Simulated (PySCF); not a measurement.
# One molecule, several mistakes: AlC2H6O

All numbers below are calculated, not measured. The program is PySCF 2.14.0, an open-source quantum chemistry code, run on an isolated molecule that a program drew, which may never have been made. The molecule is AlC2H6O (charge 0, doublet), drawn as the SMILES string `C[CH][O][AlH2]`.

Each row is a Hartree-Fock (HF) and frozen-core CCSD(T) single point in the cc-pV(D+d)Z basis, meant for a local HF minimum. Run 1 is clean. Each other run has one planted mistake out of seven kinds, and not every kind appears here: one electron removed, one electron added, multiplicity raised by two, geometry at a saddle point, minimal basis STO-3G, one bond length entered in bohr, all coordinates scaled. The reference is restricted for singlets and unrestricted otherwise, and also for a bond in bohr. Adding or removing an electron swaps singlet and doublet. Electrons count all cores. HOMO and LUMO are orbital energies over both spins, the gradient is its largest component, and the lowest frequency (negative if imaginary) is given only where the gradient is small. Bond lengths are over the 9 bonds as drawn. T1 is the CCSD diagnostic: over 0.02 (restricted) or 0.045 (unrestricted) a single reference is doubtful.

Geometry of the clean run:
```xyz
10
AlC2H6O, angstrom
C    -0.5679    0.0611   -0.0935
C     0.4897   -0.2183   -1.1097
O     1.4745    0.7084   -1.2037
Al    2.8040    1.1255   -2.1608
H    -1.2490   -0.7873   -0.0043
H    -0.1173    0.2531    0.8829
H    -1.1593    0.9460   -0.3627
H     0.2206   -0.7212   -2.0371
H     3.6880    2.3180   -1.6511
H     3.0801    0.3285   -3.4916
```

| run | electrons | basis functions | <S^2> | HOMO (eV) | LUMO (eV) | gradient (hartree/bohr) | lowest frequency (cm^-1) | mean bond (Å) | longest bond (Å) | T1 | HF (hartree) | CCSD(T) (hartree) | mistake |
|---|---|---|---|---|---|---|---|---|---|---|---|---|---|
| 1 | 39 | 95 | 0.760 | -8.51 | 1.63 | 4.0e-06 | 48 | 1.3394 | 1.690 | 0.0173 | -396.01471 | -396.58601 | no fault |
| 2 | 39 | 95 | 0.763 | -9.01 | 1.43 | 4.4e-02 | - | 1.4399 | 1.817 | 0.0192 | -395.96967 | -396.55554 | all coordinates scaled |
| 3 | 39 | 95 | 1.567 | -8.39 | 1.15 | 9.9e-03 | - | 1.4952 | 2.977 | 0.0530 | -395.91377 | -396.47707 | one bond length entered in bohr |
| 4 | 40 | 95 | 0.000 | 0.78 | 6.31 | 3.6e-02 | - | 1.3394 | 1.690 | 0.0552 | -395.91570 | -396.56365 | one electron added |
| 5 | 39 | 95 | 3.779 | -5.17 | -3.42 | 4.7e-02 | - | 1.3394 | 1.690 | 0.0774 | -395.79437 | -396.37374 | ? |

**Which mistake was planted in run 5, and what did it cost?**

Electrons, basis and geometry are unchanged, and <S^2> is 3.779, beside S(S+1) = 3.75 for a multiplicity of 4. So the mistake is: multiplicity raised by two. Subtracting run 1 and multiplying by 627.51 kcal/mol a hartree, the energy moved by 138.3 kcal/mol in HF and 133.2 kcal/mol in CCSD(T).

Cautions from the logs. Run 3: T1 is over the limit, so its CCSD(T) energy is less reliable; run 4: T1 is over the limit, so its CCSD(T) energy is less reliable and the HOMO is above zero, so the electron isn't bound and the energy depends on the basis; run 5: T1 is over the limit, so its CCSD(T) energy is less reliable.
